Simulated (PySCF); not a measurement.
Two species compared at the same levels of theory.

First species: C4H9FO3Si.
Numbering: `[CH3:1][C@@H:2]([O:3][SiH3:4])[C@H:5]([F:6])[C:7](=[O:8])[OH:9]` (hydrogens: H10, H11, H12 on C1; H13 on C2; H14, H15, H16 on Si4; H17 on C5; H18 on O9)

Cartesian coordinates in Å at the GFN2-xTB level; atoms count from 1:
```xyz
18
C4H9FO3Si angstrom
C      0.8322    1.5535   -0.5286
C      0.2460    0.3920   -1.3172
O      0.7850   -0.8470   -0.9975
Si     1.5791   -1.4233    0.2948
C     -1.2942    0.3132   -1.1393
F     -1.8492    1.5224   -1.4738
C     -1.6467   -0.0486    0.2962
O     -1.6402    0.7002    1.2305
O     -1.9350   -1.3461    0.3901
H      0.3892    2.4853   -0.8694
H      0.6298    1.4356    0.5325
H      1.9067    1.5893   -0.6859
H      0.4312    0.5566   -2.3901
H      0.8695   -1.2000    1.5584
H      1.6083   -2.8235   -0.0907
H      2.9049   -0.8137    0.4150
H     -1.7129   -0.4425   -1.8131
H     -2.1125   -1.5970    1.3118
```

Second species: C4H9FO3Si.
Atom-mapped SMILES: `[CH3:1][O:2][Si@@H:3]([OH:4])[CH2:5][O:6]/[CH:7]=[CH:8]/[F:9]` (hydrogens: H10, H11, H12 on C1; H13 on Si3; H14 on O4; H15, H16 on C5; H17 on C7; H18 on C8)

Levels: PBE0/pcSseg-1 for HOMO energy, LUMO energy and HOMO–LUMO gap. Geometries: GFN2-xTB. All species are isolated and taken at one optimised geometry, non-relativistic unless stated. Electronic properties by PySCF.

The conformers computed, where there is a choice (atom-mapped SMILES and torsion angles):
- `[CH3:1][C@@H:2]([O:3][SiH3:4])[C@H:5]([F:6])[C:7](=[O:8])[OH:9]`: C1–C2–O3–Si4 21°, C1–C2–C5–F6 55°, C2–C5–C7–O8 78°, H–O9–C7–C5 177°

The conformers of `CO[Si@@H](O)CO/C=C/F` aren't listed.

Values for the first species:

```
HOMO energy   : -8.17 eV
LUMO energy   : -0.47 eV
HOMO–LUMO gap : 7.70 eV
```

Problem. Estimate the same properties for the second species, and the change in each.

Solution. 
| property | first | second | second less first |
| --- | --- | --- | --- |
| HOMO energy | -8.17 eV | -6.67 eV | +1.50 eV |
| LUMO energy | -0.47 eV | 0.91 eV | +1.38 eV |
| HOMO–LUMO gap | 7.70 eV | 7.58 eV | -0.12 eV |

